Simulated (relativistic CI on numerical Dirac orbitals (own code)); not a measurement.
## Ions with 8 electrons, Ni20+ to Ag39+

Calculated at this level of theory: Dirac-Coulomb-Breit CI, separate exchange-only KLI orbitals for each configuration, model QED (radiative potential, 1s self-energy scaled to tabulated hydrogen-like ionisation energies), unscaled Slater integrals (own radial code, finite nucleus).

Configuration list (outside the closed core 1s2): 2s2 2p4, 2s 2p5, 2p6, 2p5 3s, 2s2 2p3 3s, 2p5 3p, 2s2 2p3 3p. Levels of other configurations are missing.

Energies above each ion's lowest level, in eV. Levels are followed by their leading LS label, which can pass from one level to another where the coupling changes.

| Ion | 2s2 2p4 3P_2 | 2s2 2p4 3P_0 | 2s2 2p4 3P_1 | 2s2 2p4 1D_2 | 2s 2p5 3P°_2 | 2s 2p5 3P°_1 | 2s 2p5 3P°_0 |
| --- | --- | --- | --- | --- | --- | --- | --- |
| Ni20+ | 0 | 11.344 | 15.858 | 26.536 | 130.26 | 140.6 | 148.83 |
| Cu21+ | 0 | 12.407 | 18.795 | 29.742 | 138.29 | 150.1 | 160.03 |
| Zn22+ | 0 | 13.46 | 22.129 | 33.342 | 146.74 | 160.11 | 172.06 |
| Ga23+ | 0 | 14.501 | 25.895 | 37.372 | 155.66 | 170.67 | 184.99 |
| Ge24+ | 0 | 15.529 | 30.128 | 41.866 | 165.08 | 181.8 | 198.88 |
| As25+ | 0 | 16.545 | 34.865 | 46.862 | 175.04 | 193.52 | 213.8 |
| Se26+ | 0 | 17.551 | 40.143 | 52.398 | 185.58 | 205.86 | 229.85 |
| Br27+ | 0 | 18.548 | 46.003 | 58.514 | 196.74 | 218.84 | 247.09 |
| Kr28+ | 0 | 19.539 | 52.485 | 65.251 | 208.56 | 232.5 | 265.62 |
| Rb29+ | 0 | 20.525 | 59.633 | 72.652 | 221.09 | 246.87 | 285.51 |
| Sr30+ | ? | ? | ? | ? | ? | ? | ? |
| Zr32+ | 0 | 194 | 85.524 | 99.291 | 263.39 | 294.59 | 354.32 |
| Nb33+ | 0 | 215.04 | 95.798 | 109.81 | 279.23 | 312.19 | 380.63 |
| Mo34+ | 0 | 237.9 | 106.98 | 121.23 | 296.02 | 330.73 | 408.81 |
| Tc35+ | 0 | 262.69 | 119.12 | 133.62 | 313.83 | 350.25 | 438.96 |
| Ru36+ | 0 | 289.53 | 132.29 | 147.02 | 332.72 | 370.83 | 471.19 |
| Rh37+ | 0 | 318.53 | 146.53 | 161.49 | 352.74 | 392.51 | 505.64 |
| Pd38+ | 0 | 349.82 | 161.91 | 177.1 | 373.95 | 415.37 | 542.42 |
| Ag39+ | 0 | 383.52 | 178.49 | 193.9 | 396.43 | 439.47 | 581.66 |

(1) Fill in the row of Sr30+.

The lowest level keeps the configuration 2s2 2p4 and J = 2 throughout.

Between Z = 44 and 47 the energy of 2s2 2p4 3P_0 follows a local power law Z^4.3. For orientation: electrostatic splittings inside a shell grow about linearly with the screened charge, excitations that change n as its square, and fine structure as its fourth power; written in Z itself the exponents are larger, since the screened charge grows faster in proportion.

Results:

(1) 2s2 2p4 3P_2 0, 2s2 2p4 3P_0 156.99, 2s2 2p4 3P_1 67.49, 2s2 2p4 1D_2 80.761, 2s 2p5 3P°_2 234.37, 2s 2p5 3P°_1 261.97, 2s 2p5 3P°_0 306.86 (eV).
